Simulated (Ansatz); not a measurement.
Start from `N[Si@@H]1N[C@@]1(O)F` and change one atom or group (the configuration at a centre changes too) to get `C[C@@]1(F)N[Si@@H]1N`.

Ansatz, PBE0-D4/def2-TZVP geometries, multiplicity 1. Each molecule was computed in one conformer, which needn't be the lowest.

| property | `N[Si@@H]1N[C@@]1(O)F` |
| --- | --- |
| HOMO energy (ωB97M-V/def2-TZVPP) / eV | -9.37 |
| HOMO–LUMO gap (PBE0/def2-TZVPP) / eV | 7.74 |
| LUMO energy (ωB97M-V/def2-TZVPP) / eV | 2.17 |
| size of the dipole moment (B3LYP/def2-TZVPP) / D | 2.57 |
| HOMO energy (PBE/def2-TZVPP) / eV | -5.79 |
| HOMO–LUMO gap (PBE/def2-TZVPP) / eV | 5.56 |

Give the same properties after the change, and the shifts. (Best estimate.)

Computed: 
| property | `C[C@@]1(F)N[Si@@H]1N` | shift |
| --- | --- | --- |
| HOMO energy (ωB97M-V/def2-TZVPP) / eV | -9.05 | 0.32 |
| HOMO–LUMO gap (PBE0/def2-TZVPP) / eV | 7.58 | -0.16 |
| LUMO energy (ωB97M-V/def2-TZVPP) / eV | 2.27 | 0.10 |
| size of the dipole moment (B3LYP/def2-TZVPP) / D | 2.14 | -0.43 |
| HOMO energy (PBE/def2-TZVPP) / eV | -5.52 | 0.27 |
| HOMO–LUMO gap (PBE/def2-TZVPP) / eV | 5.44 | -0.12 |

With PBE0 the HOMO rises by 0.30 eV and the LUMO rises by 0.14 eV, so the gap narrows by about 0.16 eV. PBE moves the HOMO by 0.27 eV and ωB97M-V by 0.32 eV. Dipoles are sizes alone; their direction can turn.

B3LYP here is the variant with VWN-RPA as its local correlation; programs differ in this.
